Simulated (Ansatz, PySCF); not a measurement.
The pair A = H2S (SMILES S) (first 3 atoms), B = CH5N (SMILES CN); geometry from B3LYP-D3(BJ)/def2-TZVP.
(charge 0, multiplicity 1):
```tsv
atom	x (Å)	y (Å)	z (Å)
S	0.2986	0.1311	-0.1314
H	0.5133	0.2579	1.2085
H	0.5767	-1.1820	-0.1245
C	-0.6937	-0.3746	3.6384
N	0.5120	0.3754	3.2790
H	-0.5821	-1.4084	3.3094
H	-1.5462	0.0442	3.1032
H	-0.9250	-0.3785	4.7100
H	1.3326	-0.0096	3.7309
H	0.4385	1.3441	3.5659
```

Frozen-core correlation. MP2 and its Hartree–Fock in aug-cc-pV(T+d)Z are density fitted. Rows in 6-31G* carry no dispersion term and start afresh at each structure (6-31G* with six Cartesian d functions).

Programs: Ansatz (a program for electronic structure) with Gaussian orbitals; PySCF for 6-31G* rows. 

Total energies (hartree), monomers frozen at their geometry in the pair:

| structure | HF/6-31G* | B3LYP/6-31G* | MP2/aug-cc-pV(T+d)Z |
|---|---|---|---|
| AB | -493.8803969 | -495.2471481 | -494.5855721 |
| A in the pair's basis | -398.6669984 | -399.3856780 | -398.9110233 |
| B in the pair's basis | -95.2103878 | -95.8544420 | -95.6675190 |
| A | -398.6664367 | -399.3853183 | -398.9105230 |
| B | -95.2093587 | -95.8528891 | -95.6671052 |

Q: Work out the interaction energy without and with the counterpoise correction, and the superposition error, for each level.

A: 
E(AB) − E(A) − E(B), times 627.509 kcal/mol, with the monomers in their own basis and then in the pair's basis:
- HF/6-31G*: -2.89 uncorrected, -1.89 corrected; the monomers gain 1.00 kcal/mol from borrowed functions
- B3LYP/6-31G*: -5.61 uncorrected, -4.41 corrected; the monomers gain 1.20 kcal/mol from borrowed functions
- MP2/aug-cc-pV(T+d)Z: -4.98 uncorrected, -4.41 corrected; the monomers gain 0.57 kcal/mol from borrowed functions
